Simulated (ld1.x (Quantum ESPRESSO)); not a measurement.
**What one change does to a pseudopotential (zinc, TM)**

ld1.x (Quantum ESPRESSO) 7.5 input, shortened:

```
&input
   title='Zn', zed=30., rel=1, dft='PBE', iswitch=3,
   config='[Ar] 3d10 4s1 4p1'
 /
 &inputp
   pseudotype=2, tm=.true., lloc=-1, rcloc=1.55,
   nlcc=.true., rcore=1.30
 /
2
4S  1  0   1.00   0.00  2.05  2.05  0.0
4P  2  1   1.00   0.00  2.45  2.45  0.0
 &test
   configts(1)='4s1 4p1'
 /
```

All-electron outer shells of the reference configuration (PBE, scalar-relativistic, ld1.x):

```csv
shell,level (eV),outermost node (bohr),outermost maximum (bohr)
3p,-85.65,0.25,0.59
3d,-12.34,–,0.57
4s,-7.40,0.85,2.04
4p,-2.10,0.92,2.89
```

Change: all radii but the core radius scaled by about 1.37 (s 2.80, p 3.36 bohr); local potential all-electron potential smoothed inside 2.12 bohr (lloc = -1).

Cutoffs: the cutoffs (Ry, on a coarse ladder) from which the occupation-weighted sum of valence levels, in a spherical-Bessel basis at the reference potential, stays within 10 and 1 mRy of its value at 400 Ry; they do not see the model core or the augmentation charge, which bear on the density cutoff. Errors are all-electron minus pseudo energies relative to the spin-unpolarised reference configuration.

Question: How do hardness, ghosts and transferability respond?

Answer: The potential gets softer (10 Ry and 25 Ry → 6 Ry and 10 Ry); of the 5 tests that both files solve, the error grows in 4 and shrinks in 0 by more than 15 % and 0.3 meV (median size 31.1 → 40.2 meV); neither file shows a bound ghost. A larger radius leaves more room for a smooth pseudo-wave, so fewer plane waves are needed. More of the atom is replaced by a form fitted at one configuration, so other configurations suffer.

| quantity | base | changed |
| --- | --- | --- |
| cutoff, loose | 10 Ry | 6 Ry |
| cutoff, tight | 25 Ry | 10 Ry |
| loose cutoff by channel (10 mRy a level) | s 10 Ry, p 6 Ry | s 6 Ry, p 6 Ry |
| bound ghosts | none | none |
| error for 4s2 4p0, meV [ΔE -5.09 eV] | -31 | -40 |
| error for 4s1 4p0, meV [ΔE 4.80 eV] | -25 | -26 |
| error for 4s1.5 4p0, meV [ΔE -1.15 eV] | -3.1 | -6.2 |
| error for 4s0 4p2, meV [ΔE 5.47 eV] | -32 | -46 |
| error for 4s0 4p1, meV [ΔE 11.13 eV] | -96 | -118 |
